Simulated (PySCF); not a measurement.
## How methods differ on the ionisation energy of Nb⁺

Nb⁺ [Kr] 4d4 (5D) → Nb²⁺ [Kr] 4d3 (4F), as a difference of total energies. Computed with PySCF 2.14 in def2-SVP with the def2 core potential (28 electrons), with scalar relativity through the core potential. Correlated levels: valence: 4s2 4p6 frozen. The calculations carry no spin-orbit coupling.

| method | ionisation energy (eV) | difference from reference (eV) |
| --- | --- | --- |
| UHF | 13.020 | -1.300 |
| PBE | 14.441 | +0.121 |
| M06-2X | 14.173 | -0.147 |
| MP2 (valence) | 13.396 | -0.924 |
| SCS-MP2 (valence) | 13.145 | -1.175 |

Reference: 14.32 eV (semi-empirical (NIST evaluation); NIST Atomic Spectra Database, ionization energies).

The reference lies between the lowest fine-structure levels, while these numbers refer to the centres of the terms.

Errors of the correlated levels include the incompleteness of this basis and the frozen core.
